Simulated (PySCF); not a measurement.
H2S, charge +1, doublet, geometry from GFN2-xTB (a state made from the parent by changing its charge; the spin is typed, not shown lowest); DF-BLYP/aug-cc-pVDZ (PySCF).

The PySCF input:
```python
from pyscf import gto, scf, dft

mol = gto.M(
    atom='''
S    -0.000362   -0.002134    0.103903
H    -0.038472    1.008615   -0.811003
H     0.044257   -0.974478   -0.851437
''',
    basis='aug-cc-pvdz',
    charge=1,
    spin=1,
    verbose=4,
)

mf = dft.UKS(mol)
mf.xc = 'blyp'
mf = mf.density_fit(auxbasis='def2-universal-jkfit')
mf.kernel()
mf.analyze()
```

Predict the main parts of the log of this PySCF run.


```
PySCF version 2.14.0

[INPUT] verbose = 4
[INPUT] num. atoms = 3
[INPUT] num. electrons = 17
[INPUT] charge = 1
[INPUT] spin (= nelec alpha-beta = 2S) = 1
[INPUT] symmetry False subgroup None
[INPUT] Mole.unit = angstrom
[INPUT] Symbol           X                Y                Z      unit          X                Y                Z       unit  Magmom
[...]
nuclear repulsion = 12.6825312702721
number of shells = 18
number of NR pGTOs = 72
number of NR cGTOs = 45
basis = aug-cc-pvdz
ecp = {}

******** <class 'pyscf.df.df_jk.DFUKS'> ********
method = DFUKS
initial guess = minao
damping factor = 0
level_shift factor = 0
DIIS = <class 'pyscf.scf.diis.CDIIS'>
diis_start_cycle = 1
diis_space = 8
diis_damp = 0
SCF conv_tol = 1e-09
SCF conv_tol_grad = None
SCF max_cycles = 50
direct_scf = False
number electrons alpha = 9  beta = 8
XC library pyscf.dft.libxc version 7.1.2
    S. Lehtola, C. Steigemann, M. J. T. Oliveira, and M. A. L. Marques,  SoftwareX 7, 1–5 (2018)
XC functionals = blyp
    A. D. Becke,  Phys. Rev. A 38, 3098 (1988)
    C. Lee, W. Yang, and R. G. Parr,  Phys. Rev. B 37, 785 (1988)
    B. Miehlich, A. Savin, H. Stoll, and H. Preuss,  Chem. Phys. Lett. 157, 200 (1989)
radial grids:
    Treutler-Ahlrichs [JCP 102, 346 (1995); DOI:10.1063/1.469408] (M4) radial grids

becke partition: Becke, JCP 88, 2547 (1988); DOI:10.1063/1.454033
pruning grids: <function nwchem_prune>
grids dens level: 3
symmetrized grids: False
atomic radii adjust function: <function treutler_atomic_radii_adjust>
small_rho_cutoff = 0
Set gradient conv threshold to 3.16228e-05
tot grids = 38496
init E= -399.319641039462

cycle= 1 E= -398.992414686338  delta_E= 0.327  |g|= 0.141  |ddm|= 1.16
cycle= 2 E= -399.001212723636  delta_E= -0.0088  |g|= 0.112  |ddm|= 0.306
cycle= 3 E= -399.008578092759  delta_E= -0.00737  |g|= 0.0165  |ddm|= 0.131
cycle= 4 E= -399.008755180399  delta_E= -0.000177  |g|= 0.00779  |ddm|= 0.0248
cycle= 5 E= -399.008803141816  delta_E= -4.8e-05  |g|= 0.000642  |ddm|= 0.00816
cycle= 6 E= -399.008803605377  delta_E= -4.64e-07  |g|= 0.000153  |ddm|= 0.00131
cycle= 7 E= -399.008803641333  delta_E= -3.6e-08  |g|= 2.99e-05  |ddm|= 0.000408
cycle= 8 E= -399.008803642696  delta_E= -1.36e-09  |g|= 2.31e-06  |ddm|= 8.16e-05
cycle= 9 E= -399.008803642708  delta_E= -1.21e-11  |g|= 1.87e-07  |ddm|= 6.92e-06
Extra cycle  E= -399.008803642708  delta_E= 9.66e-13  |g|= 4.61e-08  |ddm|= 3.28e-07
converged SCF energy = -399.008803642708  <S^2> = 0.75297265  2S+1 = 2.0029704
[...]
Total Energy =                        -399.008803642707505
[...]
[...]
To work with the spin densities directly, `use mulliken_meta_spin()` only printing them here.

 ** Mulliken spin pop alpha/beta on meta-lowdin orthogonal AOs **
 ** Mulliken Spin Density (per AO)  **
spin_pop of  0 S 1s        0.00000
spin_pop of  0 S 2s       -0.00000
spin_pop of  0 S 3s        0.01672
spin_pop of  0 S 4s       -0.00039
spin_pop of  0 S 5s       -0.00002
spin_pop of  0 S 2px       0.00014
spin_pop of  0 S 2py       0.00000
spin_pop of  0 S 2pz      -0.00000
spin_pop of  0 S 3px       0.98830
spin_pop of  0 S 3py       0.02255
spin_pop of  0 S 3pz       0.00296
spin_pop of  0 S 4px       0.00586
spin_pop of  0 S 4py       0.00027
spin_pop of  0 S 4pz       0.00068
spin_pop of  0 S 5px       0.00005
spin_pop of  0 S 5py      -0.00001
spin_pop of  0 S 5pz      -0.00000
spin_pop of  0 S 3dxy      0.00000
spin_pop of  0 S 3dyz      0.00068
spin_pop of  0 S 3dz^2     0.00129
spin_pop of  0 S 3dxz      0.00255
spin_pop of  0 S 3dx2-y2   -0.00014
spin_pop of  0 S 4dxy     -0.00000
spin_pop of  0 S 4dyz     -0.00009
spin_pop of  0 S 4dz^2    -0.00001
spin_pop of  0 S 4dxz      0.00031
spin_pop of  0 S 4dx2-y2   -0.00003
spin_pop of  1 H 1s       -0.02147
spin_pop of  1 H 2s        0.00001
spin_pop of  1 H 3s        0.00019
spin_pop of  1 H 2px       0.00011
spin_pop of  1 H 2py      -0.00001
spin_pop of  1 H 2pz      -0.00012
spin_pop of  1 H 3px       0.00043
spin_pop of  1 H 3py      -0.00000
spin_pop of  1 H 3pz       0.00001
spin_pop of  2 H 1s       -0.02147
spin_pop of  2 H 2s        0.00001
spin_pop of  2 H 3s        0.00019
spin_pop of  2 H 2px       0.00011
spin_pop of  2 H 2py      -0.00000
spin_pop of  2 H 2pz      -0.00013
spin_pop of  2 H 3px       0.00043
spin_pop of  2 H 3py       0.00000
spin_pop of  2 H 3pz       0.00001
 ** Mulliken Spin Density (per atom)  **
spin density of  0 S =      1.04167
spin density of  1 H =     -0.02084
spin density of  2 H =     -0.02084
 ** Mulliken pop alpha/beta on meta-lowdin orthogonal AOs **
 ** Mulliken pop       alpha | beta **
In total             9.00000 | 8.00000
 ** Mulliken atomic charges   ( Nelec_alpha | Nelec_beta ) **
charge of  0S =      0.60258  (     8.21955      7.17787 )
charge of  1H =      0.19871  (     0.39023      0.41106 )
charge of  2H =      0.19871  (     0.39023      0.41106 )

WARN: System has nonzero charge 1; the dipole moment is origin-dependent.
Location of origin: [0. 0. 0.]

Dipole moment(X, Y, Z, Debye):  0.00486,  0.02871, -1.39822
```
